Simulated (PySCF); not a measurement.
## A small calculation by hand: entropy of an ideal gas

BBr2, SMILES Br[B+]Br, charge +1.

The structure is a stationary point at PBE-D3(BJ)/def2-TZVP.

PBE-D3(BJ)/def2-TZVP (PySCF) gives the harmonic wavenumbers 269, 269, 327, 1255 cm⁻¹ and the rotational temperature 0.0484 K. The molar mass is 170.62 g/mol, the symmetry number 2, the spin multiplicity 1.

Problem. Work out the entropy at 298.15 K and 1 atm in the rigid-rotor, harmonic-oscillator model.

Solution. 
Translation (Sackur–Tetrode at 1 atm): S = R[1.5 ln M + 2.5 ln T − 1.16487] = 172.8 J/(mol K).
Rotation: q = T/(σ θ) = 3080, S = R[ln q + 1] = 75.1 J/(mol K).
Vibration: with u = 1.4388 ν/T, each mode gives R[u/(e^u − 1) − ln(1 − e^−u)]:
```tsv
ν (cm⁻¹)	modes	u	S (J/(mol K))
269	2	1.30	13.41
327	1	1.58	5.33
1255	1	6.06	0.14
```
These are all the modes. Sum 18.9 J/(mol K).
Spin: R ln 1 = 0.0 J/(mol K).
Total 266.8 J/(mol K); the program's own thermochemistry gives 266.9. Translation makes up 65 % and vibration 7 %. Anharmonicity, hindered rotation and orbital degeneracy are left out.
